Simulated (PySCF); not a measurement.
Sn(H)(F)(NH2)2 (FH₅N₂Sn), SMILES [SnH]([F])([NH2])[NH2]. Geometry optimised at PBE-D3(BJ)/def2-SVP. The def2 effective core potentials stand for the cores of Sn; spin–orbit coupling is left out. One conformer was computed; it need not be the lowest.

Level of theory: PySCF 2.14.0 with PBE-D3(BJ)/def2-SVP.

Harmonic wavenumbers (cm⁻¹): 95, 123, 146, 174, 182, 490, 527, 534, 573, 581, 640, 654, 827, 864, 1486, 1496, 1886, 3407, 3412, 3507, 3508. Rotational constants (GHz): 4.310, 4.106, 2.668; symmetry number 1.

Q: Work out the zero-point energy and the ideal-gas rigid-rotor harmonic-oscillator thermochemistry at 298.15 K and 1 atm.

A: ZPE = ½ Σ hcν = ½ × 25113 cm⁻¹ = 35.90 kcal/mol. H − E(el) = 41.20 kcal/mol. Entropy in cal/(mol K): translation 41.31, rotation 26.32, vibration 17.98, total 85.62. G − E(el) = 15.68 kcal/mol. Cp = 26.48 cal/(mol K). Modes under 150 cm⁻¹ make the vibrational entropy uncertain.
